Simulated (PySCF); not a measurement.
Species: C8H7N.
Structure used (GFN2-xTB), in Å, numbered top down from 1:
```
atom  x, y, z in Å
C1    -2.4720    1.8724    0.8986
C2    -1.4717    1.3018    0.5557
C3    -0.3095    0.6102    0.1390
C4     0.8095    1.3192   -0.2887
C5     1.9437    0.6549   -0.7131
C6     1.9662   -0.7319   -0.7101
C7     0.8649   -1.4494   -0.2866
C8    -0.2891   -0.7978    0.1458
N9    -1.3627   -1.5059    0.6329
H10   -3.3324    2.3893    1.2034
H11    0.7725    2.3990   -0.2862
H12    2.8059    1.2128   -1.0459
H13    2.8485   -1.2590   -1.0430
H14    0.8853   -2.5304   -0.2859
H15   -2.2325   -1.0028    0.7057
H16   -1.4344   -2.4736    0.3670
```

Computed at PBE0/pcSseg-1 (PySCF, non-relativistic), with Q(14N) = 0.02044 b: N9, 14N (I = 1): χzz = -5.215 MHz, η = 0.135.

**Question.** Where would the pure quadrupole (NQR) lines of 14N at N9 fall for the rigid, isolated species?

**Answer.** From ν± = (3/4)|χ|(1 ± η/3) and ν0 = |χ|η/2: ν+ 4.087 MHz, ν− 3.736 MHz, ν0 0.351 MHz (aniline-type nitrogen).

In a crystal, neighbours and librations shift these lines. GFN2-xTB bond lengths can be off by several hundredths of an ångström, more for odd bonds, and the gradients follow them. These gradients aren't converged with respect to the basis.
